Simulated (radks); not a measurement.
The phosphorus anion P3-, [Ar], held by a Watson sphere: a shell of charge +3 at radius R that stands for the Madelung well of a crystal (potential energy -3/R inside, -3/r outside, in hartree with lengths in bohr). Method: scalar-relativistic Kohn-Sham, LDA (Slater exchange, VWN5 correlation), spin-polarised, spherical densities, finite nucleus; Fermi nuclear charge, rms radius of each element as measured or else 0.836 A^(1/3) + 0.57 fm; computed with a radial shooting solver on a logarithmic mesh with Libxc functionals. Response by self-consistent Sternheimer equations with the Hartree and adiabatic LDA kernel, the relativistic mass of each level held fixed and spin-orbit coupling left out. The sphere does not respond.

R (bohr)  e(2p) (eV)  e(3s) (eV)  e(3p) (eV)  <r> 3p (bohr)  sum of <r^2> (bohr^2)  X-ray form factor at sin(theta)/lambda = 0.3 1/angstrom  alpha (bohr^3)
2.57         -120.76     -14.736      -7.012          2.475                  55.15                                                    8.452           42.76
2.97         -120.76     -13.591      -6.192          2.635                  61.83                                                    8.480           57.33
3.11         -120.76     -13.241      -5.921          2.691                  64.22                                                    8.493           63.56
3.21         -120.75     -13.007      -5.734          2.730                  65.95                                                    8.502           68.43
3.38         -120.72     -12.636      -5.429          2.796                  68.92                                                    8.516           77.56
3.5          -120.70     -12.395      -5.224          2.842                  71.04                                                    8.526           84.70
3.67         -120.66     -12.081      -4.948          2.907                  74.10                                                    8.537           95.92
3.69         -120.66     -12.046      -4.916          2.914                  74.46                                                    8.539           97.33
3.86         -120.61     -11.766      -4.659          2.979                  77.58                                                    8.548           110.1
